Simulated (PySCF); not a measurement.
## Two-component Hartree-Fock for Tb³⁴⁺ (terbium, charge +34)

Start: [Ar] 3d10 4s2 4p1; 4p3/2 filled at m_j = +3/2. Calculated with PySCF 2.14 in an even-tempered Gaussian basis (17 s from 3.5 bohr⁻², ratio 2.8; 13 p from 4.6 bohr⁻², ratio 2.8; 8 d from 8.1 bohr⁻², ratio 2.8; 4 f from 20 bohr⁻², ratio 3): generalised Hartree-Fock with the X2C-1e Hamiltonian and a Gaussian nucleus; one run each with spin-orbit coupling (SO) screened by Boettger's factors, then bare. This is a chosen level, not necessarily the ground level.

| spinor shell | electrons | ε, screened SO (eV) | ε, bare SO (eV) | weight of nominal j (bare SO) | rms radius, bare SO (bohr) |
| --- | --- | --- | --- | --- | --- |
| 1s1/2 | 2 | -53638.8 | -53638.1 | 1.000 | 0.0245 |
| 2s1/2 | 2 | -10147.9 | -10147.7 | 1.000 | 0.0988 |
| 2p1/2 | 2 | -9698.8 | -9718.0 | 1.000 | 0.0844 |
| 2p3/2 | 4 | -8945.8 | -8938.9 | 1.000 | 0.0910 |
| 3s1/2 | 2 | -3294.7 | -3294.7 | 1.000 | 0.252 |
| 3p1/2 | 2 | -3099.1 | -3103.2 | 1.000 | 0.243 |
| 3p3/2 | 4 | -2935.1 | -2933.6 | 1.000 | 0.256 |
| 3d3/2 | 4 | -2612.6 | -2616.6 | 1.000 | 0.226 |
| 3d5/2 | 6 | -2577.1 | -2574.6 | 1.000 | 0.230 |
| 4s1/2 | 2 | -1504.6 | -1504.6 | 1.000 | 0.536 |
| 4p3/2 | 1 | -1389.7 | -1389.3 | 1.000 | 0.545 |

```tsv
quantity	screened SO	bare SO
E (hartree)	-11052.58499	-11053.13514
M_J	3/2	3/2
⟨J²⟩	3.751	3.751
⟨L²⟩	2.034	2.036
⟨S²⟩	0.783	0.786
```

Each row is a mean over spinors that exchange with the open shell spreads, by up to 10.656 eV (4s1/2).

Breit and QED terms are absent; they matter most for the inner s and p1/2 levels.

Densities and radii are taken from the X2C orbitals without a picture-change correction, which distorts them close to the nucleus.
